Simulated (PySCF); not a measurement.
Atoms are numbered as in `[CH3:1][C:2]#[C:3][C@@H:4]1[CH:5]=[CH:6][CH2:7][CH2:8][Si@@H:9]1[Cl:10]`; H(Xn) means a hydrogen on atom n. Ha(C7), Ha(C8) are cis to C3 on the ring; Hb(C7), Hb(C8) are trans to C3 on the ring.

[PySCF 2.14.0 with density-fitted response routines: coordinates at the GFN2-xTB level; GIAO PBE0/pcSseg-1 shieldings; fast rotation and ring inversion assumed for equivalent nuclei; no solvent model; non-relativistic; a single conformation]

Problem. Predict the 2D correlation tables (HSQC, COSY, HMBC).

Solution. 

HSQC (one-bond C–H):
```
           δH          δC
 6.30 (H(C6))  138.4 (C6)
 6.19 (H(C5))  141.1 (C5)
 2.49 (H(C4))   22.0 (C4)
2.41 (Ha(C7))   24.3 (C7)
 2.05 (H(C1))    5.0 (C1)
1.72 (Hb(C7))   24.3 (C7)
1.20 (Hb(C8))   16.8 (C8)
0.78 (Ha(C8))   16.8 (C8)
```

COSY cross peaks (H two or three bonds apart, from the bond graph; peaks can be absent where the dihedral angle is near 90°):
```
           δH             δH
 6.30 (H(C6))   6.19 (H(C5))
 6.30 (H(C6))  2.41 (Ha(C7))
 6.30 (H(C6))  1.72 (Hb(C7))
 6.19 (H(C5))   2.49 (H(C4))
5.24 (H(Si9))   2.49 (H(C4))
5.24 (H(Si9))  1.20 (Hb(C8))
5.24 (H(Si9))  0.78 (Ha(C8))
2.41 (Ha(C7))  1.72 (Hb(C7))
2.41 (Ha(C7))  1.20 (Hb(C8))
2.41 (Ha(C7))  0.78 (Ha(C8))
1.72 (Hb(C7))  1.20 (Hb(C8))
1.72 (Hb(C7))  0.78 (Ha(C8))
1.20 (Hb(C8))  0.78 (Ha(C8))
```

HMBC (two and three bonds, from the bond graph):
```
           δH                                                       δC
 6.30 (H(C6))              141.1 (C5), 24.3 (C7), 22.0 (C4), 16.8 (C8)
 6.19 (H(C5))              138.4 (C6), 83.8 (C3), 24.3 (C7), 22.0 (C4)
5.24 (H(Si9))   141.1 (C5), 83.8 (C3), 24.3 (C7), 22.0 (C4), 16.8 (C8)
 2.49 (H(C4))  141.1 (C5), 138.4 (C6), 84.6 (C2), 83.8 (C3), 16.8 (C8)
2.41 (Ha(C7))                        141.1 (C5), 138.4 (C6), 16.8 (C8)
 2.05 (H(C1))                                     84.6 (C2), 83.8 (C3)
1.72 (Hb(C7))                        141.1 (C5), 138.4 (C6), 16.8 (C8)
1.20 (Hb(C8))                         138.4 (C6), 24.3 (C7), 22.0 (C4)
0.78 (Ha(C8))                         138.4 (C6), 24.3 (C7), 22.0 (C4)
```

References, each an isolated molecule treated in the same way: $^{1}$H (σref 31.72) and $^{13}$C (σref 186.93) vs TMS.

Short H···H contacts in this conformer between protons four or more bonds apart (candidates for NOE cross peaks, intensity ∝ r⁻⁶): H(C4)···Hb(C7) 2.59 Å.

Shifts are as computed. Against solution values, carbons near 30 ppm lie about +3 ppm off and those near 130 ppm about +5 ppm. Of 1309 compounds with measured shifts, 239 miss one by over three times the rms of a fit or turn the order of signals round; such compounds aren't used in these exercises.
